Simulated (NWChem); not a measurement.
The numbers come from NWChem runs, not from measurements. System: H2BN, charge 0, spin multiplicity 1, displaced from the optimised geometry. Level: RHF/cc-pVDZ, spin-restricted.

NWChem printed:

```
             Northwest Computational Chemistry Package (NWChem) 7.3.0
             --------------------------------------------------------

                                NWChem Input Module
                                -------------------

 Scaling coordinates for geometry "geometry" by  1.889725989
 (inverse scale =  0.529177249)

                             Geometry "geometry" -> ""
                             -------------------------

 Output coordinates in angstroms (scale by  1.889725989 to convert to a.u.)

  No.       Tag          Charge          X              Y              Z
 ---- ---------------- ---------- -------------- -------------- --------------
    1 B                    5.0000     0.00000000     0.00000000    -0.70105700
    2 N                    7.0000     0.00000000     0.00000000     0.54884500
    3 H                    1.0000     0.00000000     0.00000000    -1.89101100
    4 H                    1.0000     0.00000000     0.00000000     3.06268100

 Effective nuclear repulsion energy (a.u.)      20.8432257544

            Nuclear Dipole moment (a.u.)
            ----------------------------
        X                 Y               Z
 ---------------- ---------------- ----------------
     0.0000000000     0.0000000000     2.8502737086


 Summary of "ao basis" -> "" (spherical)
 ------------------------------------------------------------------------------
       Tag                 Description            Shells   Functions and Types
 ---------------- ------------------------------  ------  ---------------------
 *                          cc-pvdz                   on all atoms

 Summary of "ao basis" -> "ao basis" (spherical)
 ------------------------------------------------------------------------------
       Tag                 Description            Shells   Functions and Types
 ---------------- ------------------------------  ------  ---------------------
 B                          cc-pvdz                  6       14   3s2p1d
 N                          cc-pvdz                  6       14   3s2p1d
 H                          cc-pvdz                  3        5   2s1p

                                 NWChem SCF Module
                                 -----------------

  ao basis        = "ao basis"
  functions       =    38
  atoms           =     4
  closed shells   =     7
  open shells     =     0
  charge          =   0.00
  wavefunction    = RHF
  use symmetry    = F
  symmetry adapt  = F

 Summary of "ao basis" -> "ao basis" (spherical)
 ------------------------------------------------------------------------------
       Tag                 Description            Shells   Functions and Types
 ---------------- ------------------------------  ------  ---------------------
 B                          cc-pvdz                  6       14   3s2p1d
 N                          cc-pvdz                  6       14   3s2p1d
 H                          cc-pvdz                  3        5   2s1p

 Forming initial guess at       0.0s

      Superposition of Atomic Density Guess
      -------------------------------------

 Sum of atomic energies:         -79.83152785

      Non-variational initial energy
      ------------------------------

 Total energy =     -80.032581
 1-e energy   =    -147.945751
 2-e energy   =      47.069944
 HOMO         =      -0.368691
 LUMO         =      -0.182955

 Starting SCF solution at       0.2s

 ----------------------------------------------
         Quadratically convergent ROHF

 Convergence threshold     :          1.000E-07
 Maximum no. of iterations :          100
 Final Fock-matrix accuracy:          1.000E-09
 ----------------------------------------------

              iter       energy          gnorm     gmax       time
             ----- ------------------- --------- --------- --------
                 1      -79.7860406975  1.39D+00  4.43D-01      0.2
  Setting level-shift to   2.41 to force positive preconditioner
                 2      -79.9291861364  5.03D-01  1.84D-01      0.2
                 3      -79.9593123719  4.95D-01  2.06D-01      0.2
                 4      -79.9750279736  1.31D-01  3.88D-02      0.2
                 5      -79.9774080715  7.24D-03  1.98D-03      0.2
                 6      -79.9774155482  2.86D-05  1.34D-05      0.2
                 7      -79.9774155484  9.51D-09  4.46D-09      0.2

       Final RHF  results
       ------------------

         Total SCF energy =    -79.977415548352
      One-electron energy =   -149.650743428752
      Two-electron energy =     48.830102125978
 Nuclear repulsion energy =     20.843225754422

        Time for solution =      0.0s

             Final eigenvalues
             -----------------

              1
    1  -15.5570
    2   -7.6003
    3   -1.0347
    4   -0.5940
    5   -0.4288
    6   -0.3903
    7   -0.3903
    8   -0.1230
    9    0.2000
   10    0.2000
   11    0.2414
   12    0.3825
   13    0.4476
   14    0.5225
   15    0.5225
   16    0.5905
   17    0.7457

                       ROHF Final Molecular Orbital Analysis
                       -------------------------------------

 Vector    5  Occ=2.000000D+00  E=-4.288095D-01
              MO Center= -3.1D-15,  4.9D-16,  1.4D+00, r^2= 2.3D+00
   Bfn.  Coefficient  Atom+Function         Bfn.  Coefficient  Atom+Function
  ----- ------------  ---------------      ----- ------------  ---------------
    20      0.397615  2 N  pz                35      0.320291  4 H  s
    23      0.289633  2 N  pz                34      0.258907  4 H  s
     6     -0.232676  1 B  pz                17      0.215118  2 N  s
    30      0.162196  3 H  s

 Vector    6  Occ=2.000000D+00  E=-3.902519D-01
              MO Center= -3.5D-15,  5.5D-17,  2.2D-01, r^2= 1.2D+00
   Bfn.  Coefficient  Atom+Function         Bfn.  Coefficient  Atom+Function
  ----- ------------  ---------------      ----- ------------  ---------------
    18      0.501610  2 N  px                21      0.360306  2 N  px
     4      0.297477  1 B  px                 7      0.158278  1 B  px

 Vector    7  Occ=2.000000D+00  E=-3.902519D-01
              MO Center= -2.7D-17,  4.2D-16,  2.2D-01, r^2= 1.2D+00
   Bfn.  Coefficient  Atom+Function         Bfn.  Coefficient  Atom+Function
  ----- ------------  ---------------      ----- ------------  ---------------
    19      0.501610  2 N  py                22      0.360306  2 N  py
     5      0.297477  1 B  py                 8      0.158278  1 B  py

 Vector    8  Occ=0.000000D+00  E=-1.230488D-01
              MO Center= -6.7D-17, -2.1D-17,  2.3D+00, r^2= 2.4D+00
   Bfn.  Coefficient  Atom+Function         Bfn.  Coefficient  Atom+Function
  ----- ------------  ---------------      ----- ------------  ---------------
    35      0.527852  4 H  s                 34      0.409530  4 H  s
    20     -0.298124  2 N  pz                23     -0.248030  2 N  pz
    17     -0.213726  2 N  s                 30     -0.189547  3 H  s

 Vector    9  Occ=0.000000D+00  E= 2.000418D-01
              MO Center=  2.8D-14, -2.8D-15, -6.8D-01, r^2= 3.1D+00
   Bfn.  Coefficient  Atom+Function         Bfn.  Coefficient  Atom+Function
  ----- ------------  ---------------      ----- ------------  ---------------
     7      0.919419  1 B  px                21     -0.546972  2 N  px
    18     -0.298255  2 N  px                 4      0.255927  1 B  px

 Vector   10  Occ=0.000000D+00  E= 2.000418D-01
              MO Center=  6.9D-16, -1.5D-15, -6.8D-01, r^2= 3.1D+00
   Bfn.  Coefficient  Atom+Function         Bfn.  Coefficient  Atom+Function
  ----- ------------  ---------------      ----- ------------  ---------------
     8      0.919419  1 B  py                22     -0.546972  2 N  py
    19     -0.298255  2 N  py                 5      0.255927  1 B  py

 center of mass
 --------------
 x =   0.00000000 y =   0.00000000 z =   0.08027897

 moments of inertia (a.u.)
 ------------------
          80.840191093850           0.000000000000           0.000000000000
           0.000000000000          80.840191093850           0.000000000000
           0.000000000000           0.000000000000           0.000000000000

  Mulliken analysis of the total density
  --------------------------------------

    Atom       Charge   Shell Charges
 -----------   ------   -------------------------------------------------------
    1 B    5     4.99   2.00  0.56  0.34  1.45  0.52  0.11
    2 N    7     7.31   2.00  0.76  0.70  2.16  1.66  0.02
    3 H    1     1.02   0.73  0.27  0.02
    4 H    1     0.68   0.27  0.41  0.00

       Multipole analysis of the density wrt the origin
       ------------------------------------------------

     L   x y z        total         open         nuclear
     -   - - -        -----         ----         -------
     0   0 0 0     -0.000000      0.000000     14.000000

     1   1 0 0      0.000000      0.000000      0.000000
     1   0 1 0     -0.000000      0.000000      0.000000
     1   0 0 1      1.065155      0.000000      2.850274

     2   2 0 0    -10.545518      0.000000      0.000000
     2   1 1 0      0.000000      0.000000      0.000000
     2   1 0 1     -0.000000      0.000000      0.000000
     2   0 2 0    -10.545518      0.000000      0.000000
     2   0 1 1      0.000000      0.000000      0.000000
     2   0 0 2      2.703500      0.000000     62.572039

 Task  times  cpu:        0.2s     wall:        0.2s

 Total times  cpu:        0.2s     wall:        0.2s
```

### Question
Write an NWChem input that would produce this output.

### Answer
Several could match; the one computed here: 
```
start mol
memory heap 200 mb stack 900 mb global 1100 mb
geometry units angstroms nocenter noautoz noautosym
  B      0.000000     0.000000    -0.701057
  N      0.000000     0.000000     0.548845
  H      0.000000     0.000000    -1.891011
  H      0.000000     0.000000     3.062681
end
basis spherical
  * library cc-pvdz
end
scf
  rhf
  nopen 0
  maxiter 100
  thresh 1e-7
  semidirect memsize 60000000 filesize 0
end
task scf energy
```
